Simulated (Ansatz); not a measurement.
Ansatz (a quantum-chemistry and plane-wave program) input (PBE/6-31G*):

Ansatz 0.2 input:
```yaml
crystal:
  periodic: [false, false, false]
  atoms:
    - {symbol: C, position_ang: [2.01116647, -0.14116608, 0.71674298]}
    - {symbol: C, position_ang: [1.15883453, -0.33527093, -0.33786334]}
    - {symbol: C, position_ang: [0.13229414, 0.46972550, -0.86666829]}
    - {symbol: C, position_ang: [-1.15292901, 0.53841472, -0.52702235]}
    - {symbol: C, position_ang: [-1.85067398, -0.27528177, 0.55290036]}
    - {symbol: H, position_ang: [2.85268462, -0.80350910, 0.88741236]}
    - {symbol: H, position_ang: [1.92767184, 0.72969003, 1.35854973]}
    - {symbol: H, position_ang: [1.37008135, -1.22551488, -0.94347189]}
    - {symbol: H, position_ang: [-1.83038786, 1.22947215, -1.04684084]}
    - {symbol: H, position_ang: [-2.36518297, 0.36225888, 1.28750256]}
    - {symbol: H, position_ang: [-2.62119744, -0.94214988, 0.13588835]}
    - {symbol: H, position_ang: [-1.12582231, -0.88877581, 1.09242370]}
basis:
  gaussian:
    orbitals: 6-31G*
hamiltonian:
  xc: {name: PBE}
total_charge: -1
output: {forces: true}
```

Output:

```
Functional definition: PBE
integrals: 0.04 GiB planned
1131 factors; their error is unknown
mean field: 0.22 GiB planned
mean field evaluation 1: about -5282.9299 eV, gradient 4.8e1 eV
mean field evaluation 2: about -5278.1629 eV, gradient 6.3e1 eV
mean field evaluation 4: about -5288.9070 eV, gradient 5.9e0 eV
mean field evaluation 8: about -5288.9895 eV, gradient 1.7e-1 eV
mean field evaluation 16: about -5288.9023 eV, gradient 4.4e-4 eV
mean field -5288.90232805 eV, -194.3635756092 hartree, gradient 1.7e-5 eV, S^2 0.000000; 0 other end points of the search recorded, 0 dependent functions left out
the calculation of the forces begins
reference -5288.90235656 eV, -194.3635766569 hartree; 19, 19 occupied and 70, 70 virtual orbitals, 1131 factors
Total energy: -5288.90235656 eV, -194.3635766569 hartree
Atom 0 at     2.011166    -0.141166     0.716743 Å, force     0.241263    -0.039980     0.279453 eV/Å
Atom 1 at     1.158835    -0.335271    -0.337863 Å, force    -0.367991     0.079816    -0.131359 eV/Å
Atom 2 at     0.132294     0.469726    -0.866668 Å, force     0.557252     0.165947    -0.489600 eV/Å
Atom 3 at    -1.152929     0.538415    -0.527022 Å, force    -0.315058    -0.151217     0.313237 eV/Å
Atom 4 at    -1.850674    -0.275282     0.552900 Å, force     0.057458     0.216070    -0.243480 eV/Å
Atom 5 at     2.852685    -0.803509     0.887412 Å, force     0.408351    -0.233359     0.082992 eV/Å
Atom 6 at     1.927672     0.729690     1.358550 Å, force    -0.031946     0.319694     0.283652 eV/Å
Atom 7 at     1.370081    -1.225515    -0.943472 Å, force     0.131709    -0.383473    -0.271588 eV/Å
Atom 8 at    -1.830388     1.229472    -1.046841 Å, force    -0.379458     0.313721    -0.223859 eV/Å
Atom 9 at    -2.365183     0.362259     1.287503 Å, force    -0.256241     0.199058     0.315193 eV/Å
Atom 10 at    -2.621197    -0.942150     0.135888 Å, force    -0.343591    -0.278165    -0.093071 eV/Å
Atom 11 at    -1.125822    -0.888776     1.092424 Å, force     0.298251    -0.208112     0.178431 eV/Å
Dipole moment:    -0.395960    -0.280608     0.249924 e Å
```

The dipole moment of an ion depends on the origin.

The geometry given is a B3LYP-D3(BJ)/def2-TZVP minimum.
